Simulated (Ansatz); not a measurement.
Mulliken charges of C2H4OSn, SMILES `[SnH3][C]1=CO1` from r2SCAN/def2-TZVPP in Ansatz (PBE0-D4/def2-TZVP geometry).

```json
{"atom": "Sn1", "x (Å)": "-0.373", "y (Å)": "1.213", "z (Å)": "-0.527", "charge (e)": "0.705"}
{"atom": "C2", "x (Å)": "0.392", "y (Å)": "-0.727", "z (Å)": "-0.272", "charge (e)": "-0.355"}
{"atom": "C3", "x (Å)": "0.433", "y (Å)": "-1.744", "z (Å)": "0.558", "charge (e)": "0.195"}
{"atom": "O4", "x (Å)": "1.213", "y (Å)": "-1.054", "z (Å)": "1.329", "charge (e)": "-0.344"}
{"atom": "H5", "x (Å)": "-1.574", "y (Å)": "1.079", "z (Å)": "-1.727", "charge (e)": "-0.109"}
{"atom": "H6", "x (Å)": "-1.007", "y (Å)": "1.740", "z (Å)": "0.964", "charge (e)": "-0.104"}
{"atom": "H7", "x (Å)": "0.899", "y (Å)": "2.211", "z (Å)": "-1.050", "charge (e)": "-0.107"}
{"atom": "H8", "x (Å)": "0.110", "y (Å)": "-2.775", "z (Å)": "0.669", "charge (e)": "0.118"}
```

**Question.** By hand: the dipole of these point charges (1 e Å = 4.8032 D).

**Answer.** Σ q r = (-0.542, 0.273, -0.344) e Å, of length 0.698 e Å = 3.35 D.

**Question.** How does the dipole of the full density compare? (An estimate is asked.)

**Answer.** The calculation gave: (-0.401, -0.035, -0.182) e Å, 2.12 D; the point charges give 1.58 times that, at 29° from its direction.

Point charges leave out the atoms' own dipoles, such as those of lone pairs, and Mulliken's split depends on the basis, so the two needn't agree.
